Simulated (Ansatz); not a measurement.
Saddle point of BH₃OF₂, singlet (BHOF₂ ([OH][B]([F])[F]) + H₂ → BHF₂ ([F][BH][F]) + H₂O (still joined by a long B–O bond); bonds formed: B1–H6, O2–H5; bonds broken: H5–H6; bonds weakened to dative contacts: B1–O2), PBE0-D4/def2-TZVP structure:

```xyz
7
angstrom
B -0.3741 0.3648 -0.0242
O 1.0557 -0.1754 -0.2350
F -1.2415 -0.1215 -0.9313
F -0.3977 1.6708 0.2460
H 0.4159 -0.5790 0.7391
H -0.5232 -0.3372 1.1566
H 1.0646 -0.8226 -0.9512
```

Energies are electronic, without zero-point energy. Barriers and step energies count from the start structure reached by relaxing down the imaginary mode; all methods use the PBE0-D4 structures, on which another method's saddle can fall below an end. Computed with Ansatz 0.2.0 (basis: def2-TZVPP, with def2-QZVPP for the basis limit); correlated methods freeze the cores. B3LYP uses VWN-RPA correlation. Extrapolation: Hartree–Fock as exp(−7.88 √X), correlation as X^−2.97.

```csv
method,barrier (kJ/mol),step energy (kJ/mol)
SPW92,131.1,55.3
PBE-D4,169.6,74.8
BLYP-D4,196.0,86.2
r2SCAN-D4,183.7,79.9
B97M-V,196.7,85.2
PBE0-D4,182.5,74.1
B3LYP-D4,?,83.6
r2SCAN0-D4,192.1,78.0
BHLYP-D4,217.9,82.0
CAM-B3LYP-D4,199.8,78.5
wB97X-V,196.8,75.4
wB97M-V,197.2,76.5
B2PLYP,204.9,81.9
PBE-QIDH,194.2,74.7
RPA on PBE,?,78.3
HF,265.9,96.9
MP2,?,79.5
CCSD,212.5,79.2
CCSD(T),204.3,78.0
```

(1) Fill in the withheld barriers. (An estimate is asked for; the value comes from the calculation.)

No T1 diagnostic of these runs exceeds 0.013.

## Answers

(1) By the calculation: RPA on PBE 203.2; B3LYP-D4 202.6; MP2 201.5 kJ/mol. Each is the energy of the saddle less that of the start structure, by the same method.

For comparison, the barrier by CCSD(T) at an estimated basis limit (MP2 extrapolated from triple and quadruple zeta, plus CCSD(T) − MP2 in triple zeta) is 206.1 kJ/mol.

Labels in which every atom is bracketed show which atoms are joined, not bond orders.

For scale, one of the runs: CCSD(T)/def2-TZVPP, 166 basis functions (an equivalent command: `ansatz run in.yaml --threads 2`). Hardware: 2 CPU threads, shared host. Wall time 25 s; peak host memory 1.7 GiB.
